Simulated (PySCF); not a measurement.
An unknown shows these calculated signals:

1H NMR (500 MHz, computed): δ 7.61 (br, 1H), 6.28 (m, 1H), 5.21 (m, 1H), 5.18 (m, 1H), 2.23 (m, 1H), 2.09 (m, 1H), 1.98 (m, 1H), 1.90 (m, 1H), 1.85 (m, 1H), 1.45 (m, 1H), 1.03 (m, 1H), 0.77 (m, 1H), 0.49 (m, 1H).

13C{1H} NMR (computed): δ 156.0 (CH), 116.4 (CH2), 39.1 (CH), 37.8 (CH2), 30.6 (CH2), 30.5 (CH2), 25.2 (CH2).

- coordinates at the PBE0-D3(BJ)/def2-SVP level
- shielding tensors at PBE0/pcSseg-1 (GIAO)
- program: PySCF 2.14
- one conformer, no relativistic terms, no solvent

Referencing at the same level of theory: 1H and 13C vs TMS.

Which of these does the molecule contain: a vinyl group CH=CH2, a non-aromatic C=C double bond, an N-methyl group, an ester, a C≡C triple bond?

Results:


- A vinyl group CH=CH2: yes (δC 116.4, 156.0; δH 5.21 (m), 5.18 (m), 6.28 (m)).
- A non-aromatic C=C double bond: yes.
- An N-methyl group: no.
- An ester: no.
- A C≡C triple bond: no.

The data belong to `C=C[C@H]1CBCCC1`, C₇H₁₃B; they needn't prove each group on their own.

Carbon signals by region: 2 in the sp2 and nitrile region (100–160 ppm), 5 below 50 ppm.

Hydrogens on boron are broadened and split by 11B (spin 3/2, 80 %) and 10B (spin 3). A carbon bonded to boron is broadened by the quadrupolar boron nucleus and is often missing from a measured spectrum. Shifts are as computed. Against solution values, carbons near 30 ppm lie about +2 ppm off and those near 130 ppm about +5 ppm. Of 1211 compounds with measured shifts, 218 miss one by over three times the rms of a fit or turn the order of signals round; such compounds aren't used in these exercises. No couplings were computed; multiplicities are counted from neighbouring protons, with m where these are inequivalent, close in shift, in a saturated or five-membered ring or joined by F or P, and br s for small geminal =CH2 splittings.
